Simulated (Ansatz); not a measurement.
One change: `[BH2][SnH2][OH]` becomes `[BH2][SnH]([OH])[F]`.

Ansatz, PBE0-D4/def2-TZVP geometries, multiplicity 1. Each molecule was computed in one conformer, which needn't be the lowest.

Elements past krypton have def2 core potentials.

```json
{"property": "HOMO energy (B3LYP/def2-TZVPP) / eV", "`[BH2][SnH2][OH]`": "-7.48"}
{"property": "HOMO–LUMO gap (PBE/def2-TZVPP) / eV", "`[BH2][SnH2][OH]`": "2.52"}
{"property": "HOMO–LUMO gap (ωB97M-V/def2-TZVPP) / eV", "`[BH2][SnH2][OH]`": "9.10"}
{"property": "HOMO energy (ωB97M-V/def2-TZVPP) / eV", "`[BH2][SnH2][OH]`": "-9.91"}
{"property": "LUMO energy (PBE0/def2-TZVPP) / eV", "`[BH2][SnH2][OH]`": "-2.76"}
{"property": "LUMO energy (B3LYP/def2-TZVPP) / eV", "`[BH2][SnH2][OH]`": "-2.97"}
```

(1) What does the change do to each property? (Best estimate.)

## Answers

(1) Ansatz gave: 
```json
{"property": "HOMO energy (B3LYP/def2-TZVPP) / eV", "`[BH2][SnH]([OH])[F]`": "-8.20", "shift": "-0.72"}
{"property": "HOMO–LUMO gap (PBE/def2-TZVPP) / eV", "`[BH2][SnH]([OH])[F]`": "2.74", "shift": "0.22"}
{"property": "HOMO–LUMO gap (ωB97M-V/def2-TZVPP) / eV", "`[BH2][SnH]([OH])[F]`": "9.40", "shift": "0.30"}
{"property": "HOMO energy (ωB97M-V/def2-TZVPP) / eV", "`[BH2][SnH]([OH])[F]`": "-10.63", "shift": "-0.72"}
{"property": "LUMO energy (PBE0/def2-TZVPP) / eV", "`[BH2][SnH]([OH])[F]`": "-3.20", "shift": "-0.44"}
{"property": "LUMO energy (B3LYP/def2-TZVPP) / eV", "`[BH2][SnH]([OH])[F]`": "-3.42", "shift": "-0.45"}
```

With PBE0 the HOMO falls by 0.72 eV and the LUMO falls by 0.44 eV, so the gap widens by about 0.28 eV. PBE moves the HOMO by -0.67 eV and ωB97M-V by -0.72 eV.

B3LYP here is the variant with VWN-RPA as its local correlation; programs differ in this.
